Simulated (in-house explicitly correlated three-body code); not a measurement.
Computed with an exponentially correlated three-body code. Model: two electrons around a point charge, non-relativistic, variational in 260 exponentially correlated functions (energies converged to about 1e-7 hartree, or 1e-8 relative for large Z).

Command:
```bash
python run_hyl.py task.json out
```
Settings (lengths in bohr, energies in hartree):
```
Z                      20
screening              8
interaction_strength   1
functions              260
states_tried           1
```

Run time, properties included: 4 s on 1 thread of Intel(R) Xeon(R) 6975P-C (Granite Rapids) (shared host).

**Ground state only, binding against the one-electron ion.**

Given: nuclear charge 20; Yukawa screening of all interactions 8 1/bohr.

Computed: one-electron threshold -79.3504333 hartree.

| term | energy (hartree) | binding (eV) |
| --- | --- | --- |
| 1 1S | -152.854617 | 2000.2 |

**Converged states only, values per electron or pair (inverse distances are <exp(-kr)/r>).**

```csv
term,mean r (bohr),mean r squared (bohr²),mean inverse r (1/bohr),mean r12 (bohr),mean inverse r12 (1/bohr),mean cosine,mean p1 dot p2 (bohr⁻²),delta r1 (bohr⁻³),delta r12 (bohr⁻³)
1 1S,0.086425,0.010263,12.026,0.1273,5.7191,-0.0058035,1.8202,2041.1,217.51
```

**Static dipole response.**

```
state  polarisability (bohr³)
 1 1S              0.00011073
```
